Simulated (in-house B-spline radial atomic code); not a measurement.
In³⁺: 2s2 2p6 3s2 3p6 3d10 4s2 4p6 4d10 5s2 (with a hole in an inner shell)

Computed with a B-spline radial code for spherical atoms: Dirac-Kohn-Sham B3LYP, spherical fractional occupations, Fermi nucleus of rms radius 4.6156 fm.

Z_r = [3n² - l(l+1)]/(2<r>); Z_e = n√(-2ε); the last column is Slater's effective charge. Values are occupation-weighted means over j.

```csv
shell,electrons,ε (eV),<r> (bohr),Z_r,Z_e,Slater
2s,2,-4544.9,0.1245,48.21,36.55,46.55
2p,6,-4179.9,0.1075,46.51,35.06,46.55
3s,2,-924.56,0.3347,40.33,24.73,39.75
3p,6,-789.73,0.3292,37.97,22.86,39.75
3d,10,-556.74,0.3047,34.46,19.19,29.85
4s,2,-179.49,0.8014,29.95,14.53,23.25
4p,6,-135.55,0.8537,26.94,12.63,23.25
4d,10,-65.671,1.016,20.67,8.79,11.85
5s,2,-39.38,2.057,18.23,8.51,7.35
```

The least bound orbital is 5s1/2 at -39.38 eV, and it is also the most diffuse (<r> = 2.057 bohr).

Spin-orbit splittings of the orbital energies (j = l + 1/2 above j = l - 1/2 when positive): 2p 240 eV, 3p 44.48 eV, 3d 9.736 eV, 4p 8.282 eV, 4d 1.288 eV.
